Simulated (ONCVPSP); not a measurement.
**Building the ONCV potential for I (PBE, scalar-relativistic).**

- Element: iodine
- Generator: ONCVPSP 4.0.1
- Type: optimised norm-conserving Vanderbilt (ONCV)
- Functional: PBE
- Relativity: scalar-relativistic
- Frozen core: [Ar] 3d10
- Valence charge: 25
- Reference configuration: 4s2 4p6 4d10 5s2 5p4.5 (charge +0.5)
- Partial waves: 4s+5s: rc 1.20 bohr, ncon 3, nbas 7, qcut 8.7 1/bohr, 2 projectors; 4p+5p: rc 1.00 bohr, ncon 4, nbas 8, qcut 12.1 1/bohr, 2 projectors; 4d: rc 0.95 bohr, ncon 4, nbas 8, qcut 11.4 1/bohr, local
- Local potential: the d channel
- Core correction: Teter function, fcfact 6, rcfact 1

Poles of the logarithmic derivatives, all-electron (AE) and pseudo (PS). s: poles at -6.0 (AE) and -6.0 (PS) Ha. p: poles at -1.6 (AE) and -1.6 (PS) Ha. d: poles at 3.1 (AE) and 3.0 (PS) Ha. Test radii: s 1.22, p 1.02, d 0.96 bohr.

- Cutoffs needed: 60 Ha and 71 Ha (the cutoffs (Ha) at which the residual kinetic energy of the hardest occupied pseudo-wave falls to 1 and 0.1 mHa per electron)
- Ghost test: no bound ghost flagged; no localised positive-energy state flagged
- Largest excitation error: -487 meV (all-electron minus pseudo) for 4s1 4p6 4d10 5s2 5p5, out of 4 test configurations
- rms error of d²Exc/dni dnj: 3.44 mHa without and 0.89 mHa with the model core
